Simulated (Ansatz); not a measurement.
`F/C=C/[SiH3]` + H₂S → `F/C=C\S` + SiH₄  (substitution at a C–Si bond)

Computed with Ansatz on PBE0-D4/def2-TZVP structures; ΔE is electronic, products minus reactants. CCSD(T)/CBS is the MP2 limit (def2-TZVPP, def2-QZVPP) plus CCSD(T) − MP2 in def2-TZVPP, frozen cores. This one scheme is used for every species. Double bonds are as drawn, so ΔE can hold a change between cis and trans. Functionals use def2-TZVPP. B3LYP here is the variant with VWN-RPA as its local correlation; programs differ in this. Each species was taken in one conformer, which may not be the lowest.

`F/C=C/[SiH3]`:

Cartesian coordinates in Å:
```
F 0.412 0.725 -2.603
C 0.544 0.461 -1.300
C -0.449 -0.002 -0.560
Si -0.215 -0.351 1.244
H 1.550 0.676 -0.952
H -1.405 -0.170 -1.049
H -1.143 0.469 2.065
H -0.481 -1.783 1.544
H 1.188 -0.024 1.611
```

H₂S:

```xyz
3

S    -0.051   -0.072   -0.613
H    -0.411    0.897    0.242
H     0.462   -0.825    0.371
```

`F/C=C\S`:

Z-matrix (Å, degrees):
```
C
C 1 1.323
F 1 1.340 2 122.0
H 1 1.082 2 124.9 3 -180.0
S 2 1.741 1 127.4 3 -0.0
H 2 1.082 1 118.0 3 180.0
H 5 1.342 2 96.5 1 0.0
```

SiH₄:

```xyz
5

Si    0.000    0.000    0.000
H    -1.303    0.087   -0.707
H    -0.233   -0.027    1.466
H     0.831    1.180   -0.347
H     0.705   -1.240   -0.412
```

```csv
level,ΔE (kJ/mol)
B3LYP-D4,44.9
r2SCANh-D4,46.5
r2SCAN,45.1
B3LYP,45.1
RPA@PBE/def2-TZVPP,49.1
CCSD/def2-SVP,46.4
CCSD/def2-TZVPP,52.5
SCS-MP2/def2-QZVPP,49.9
```

Question: What does CCSD(T)/CBS give? (Estimate.)

Answer: Ansatz gave: +50.6 kJ/mol. The listed levels differ from it by -5.7, -4.1, -5.5, -5.5, -1.5, -4.2, 1.9, -0.7 kJ/mol.

Largest T1 diagnostic among the species: 0.013.

Leaving LDA and LC-ωPBE aside and taking each functional with its dispersion term where it has one, the values, not all of them listed here, spread over 10.9 kJ/mol, from revPBE-D4 to ωB97M-V. From BLYP to BHLYP (50 % exact exchange), in def2-TZVPP and without D4, ΔE moves by +7.7 kJ/mol.
